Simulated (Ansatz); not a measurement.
A structure relaxed at PBE-D4/def2-SVP in Ansatz, charge 0, doublet:

```xyz
8

Li    0.6214   -1.0741   -0.7135
Li   -0.9430    0.9524    0.4971
Li   -1.6640   -1.8084    0.8785
Li    2.3776    0.8375    1.6775
Li   -0.4116    1.0863   -2.3490
Te    1.5464    1.5790   -0.6490
Te   -2.0164   -0.7039   -1.4256
Te    0.4895   -0.8689    2.0839
```

Q: Give its formula.

A: Li5Te3 (the lowest doublet isomer of a short search).

Q: Summarise the bond lengths by kind (pairs closer than 1.2 times the sum of covalent radii, bridged metal pairs left out).

A: 12 × Li–Te 2.58 to 2.81 Å.

In the def2 sets Te takes a core potential; there is no spin–orbit coupling. The relaxation made no stability test and no search for a lower SCF solution. The structure comes from a short search, and lower isomers may exist.
